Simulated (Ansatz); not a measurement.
Computed with Ansatz on PBE0-D4/def2-TZVP structures; ΔE is electronic, products minus reactants. CCSD(T)/CBS adds triple-zeta CCSD(T) − MP2 to the extrapolated MP2 energy (def2 sets, frozen cores). DFT in def2-TZVPP. Elements past krypton have def2 core potentials. For In, W outer-core shells are correlated without core-valence functions, which leaves a few kJ/mol of doubt a bond. Each species was taken in one conformer, which may not be the lowest.

Consider the redistribution: `[NH2][W]([NH2])(=[S])=[S]` + `[F][In]([F])[Cl]` → `[NH2][W](=[S])(=[S])[Cl]` + `[NH2][In]([F])[F]`.

`[NH2][W]([NH2])(=[S])=[S]`:

Z-matrix (Å, degrees):
```
W
N 1 1.932
S 1 2.129 2 107.9
N 1 1.932 2 111.1 3 118.0
S 1 2.129 2 107.9 3 -124.0
H 2 1.008 1 123.9 3 -26.7
H 2 1.008 1 123.9 3 150.7
H 4 1.008 1 123.9 2 -91.3
H 4 1.008 1 123.9 2 91.3
```

`[F][In]([F])[Cl]`:

Z-matrix (Å, degrees):
```
In
F 1 1.923
Cl 1 2.277 2 122.6
F 1 1.923 2 114.8 3 180.0
```

`[NH2][W](=[S])(=[S])[Cl]`:

Cartesian coordinates in Å:
```
N -0.303 0.635 1.011
W 0.169 -0.361 -0.553
S -1.496 -0.341 -1.865
S 1.851 0.577 -1.439
Cl 0.684 -2.495 0.004
H 0.349 1.212 1.523
H -1.254 0.773 1.319
```

`[NH2][In]([F])[F]`:

```xyz
6

N    -0.832    0.868   -0.244
In    0.612   -0.486    0.027
F     2.204   -0.179    1.083
F     0.699   -2.181   -0.904
H    -0.953    1.505    0.532
H    -1.729    0.473   -0.493
```

(1) Is it downhill or uphill in electronic energy at CCSD(T)/CBS, and by how much? (Estimate.)

(2) What do these levels give: PBE0-D4, ωB97X-V, PBE-QIDH, BHLYP, LC-ωPBE, MP2/def2-TZVPP? (Estimate.)

(3) What do rigid-rotor, harmonic-oscillator terms from PBE0-D4/def2-TZVP frequencies (298.15 K, 1 bar) make of the CCSD(T)/CBS value? (An estimate is asked.)

Largest T1 diagnostic among the species: 0.022, so the coupled-cluster value is less sure than usual.

## Answers

(1) The calculation gave: Uphill: ΔE = +25.5 kJ/mol.

(2) The calculation gave: PBE0-D4 31.4, ωB97X-V 35.6, PBE-QIDH 26.0, BHLYP 38.7, LC-ωPBE 37.4, MP2/def2-TZVPP 8.0 kJ/mol.

(3) Ansatz gave: ΔZPE = +1.6 kJ/mol, ΔH = +26.5 kJ/mol, ΔS = 7 J/(mol·K), ΔG = +24.4 kJ/mol.

In def2-TZVPP, CCSD(T) changes the Hartree–Fock value by −28.4 kJ/mol (the triples alone add −5.5 kJ/mol) and MP2 by −46.4 kJ/mol. At CCSD(T), def2-SVP lies +12.5 kJ/mol from the extrapolated value and def2-TZVPP +0.5 kJ/mol. Leaving LDA and LC-ωPBE aside and taking each functional with its dispersion term where it has one, the values, not all of them listed here, spread over 14.9 kJ/mol, from B2PLYP to BHLYP-D4.
